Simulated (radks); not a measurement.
The numbers below are computed, except where a source is named.
The selenium ion Se3+, configuration [Ar] 3d10 4s2 4p1. Level of theory: Dirac Kohn-Sham, BLYP, spin-unpolarised, spherical densities, point nucleus; open shells are shared between the two j in proportion to 2j + 1; speed of light set to 274.072 atomic units (2 times the physical value, a model run) (a radial shooting solver on a logarithmic mesh with Libxc functionals).

Normalised radial functions P(r) = r R(r) (large component), r in bohr:

r          3d5/2    4p3/2    4d3/2
0.001695  0.0000   0.0004   0.0000
0.002243  0.0000   0.0007   0.0000
0.002944  0.0000   0.0012   0.0000
0.003895  0.0000   0.0020   0.0000
0.005112  0.0001   0.0034   0.0000
0.006764  0.0002   0.0058   0.0000
0.00895   0.0004   0.0097   0.0001
0.01175   0.0009   0.0160   0.0002
0.01554   0.0019   0.0262   0.0005
0.0204    0.0041   0.0415   0.0011
0.02699   0.0089   0.0649   0.0023
0.03543   0.0183   0.0966   0.0048
0.04688   0.0376   0.1386   0.0098
0.06154   0.0733   0.1844   0.0190
0.08142   0.1393   0.2251   0.0361
0.1069    0.2469   0.2376   0.0637
0.1414    0.4163   0.1943   0.1068
0.1856    0.6393   0.0769   0.1625
0.2456    0.9027  -0.1114   0.2254
0.3249    1.1362  -0.3034   0.2734
0.4265    1.2525  -0.3902   0.2781
0.5643    1.1965  -0.2856   0.2142
0.7407    0.9831   0.0068   0.0772
0.9801    0.6767   0.3999  -0.1285
1.286     0.3878   0.7114  -0.3585
1.702     0.1702   0.8133  -0.5652
2.234     0.0556   0.6667  -0.6587
2.956     0.0113   0.3847  -0.5923
3.88      0.0014   0.1515  -0.3965
5.134     0.0001   0.0340  -0.1753
6.739     0.0000   0.0042  -0.0493
8.916     0.0000   0.0002  -0.0071

3d5/2: eigenvalue -90.131 eV, 0 radial nodes, <r> = 0.625 bohr, 90 % of the charge inside 1.04 bohr. 4p3/2: eigenvalue -36.318 eV, 2 radial nodes at r = 0.210, 0.737 bohr, <r> = 1.89 bohr, 90 % of the charge inside 2.80 bohr. 4d3/2 (empty): eigenvalue -19.740 eV, 1 radial node at r = 0.830 bohr, <r> = 2.68 bohr, 90 % of the charge inside 4.02 bohr.
